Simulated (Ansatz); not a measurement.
ClH$_{2}$InO, SMILES `[OH][InH][Cl]`. The species carries charge 0 and has multiplicity 1. In: def2 effective core potential. All single points use the PBE0-D4/def2-TZVP geometry. It is one conformer, not always the lowest.

```xyz
5

O     0.468   -0.902   -1.118
In    0.270    0.182    0.512
Cl   -1.831    1.198    0.538
H    -0.319   -0.861   -1.669
H     1.412    0.382    1.738
```

**Question.** What is the dipole moment at PBE/def2-TZVPP? (Estimate.)

**Answer.** The calculation gave: 1.32 D, with components (1.17, -0.21, 0.58) D in this frame, pointing from negative to positive charge.

**Question.** And with r2SCAN, B3LYP, ωB97M-V? (Best estimate.)

**Answer.** Ansatz gave: r2SCAN 1.42 D, B3LYP 1.39 D, ωB97M-V 1.44 D.

**Question.** Give the Mulliken charges with PBE, r2SCAN, B3LYP in def2-TZVPP. (An estimate is asked.)

**Answer.** The calculation gave: 
| atom | PBE | r2SCAN | B3LYP |
| --- | --- | --- | --- |
| O1 | -0.46 | -0.53 | -0.51 |
| In2 | 0.72 | 0.80 | 0.80 |
| Cl3 | -0.37 | -0.40 | -0.39 |
| H4 | 0.19 | 0.20 | 0.18 |
| H5 | -0.07 | -0.07 | -0.08 |

B3LYP here is the variant with VWN-RPA as its local correlation; programs differ in this.
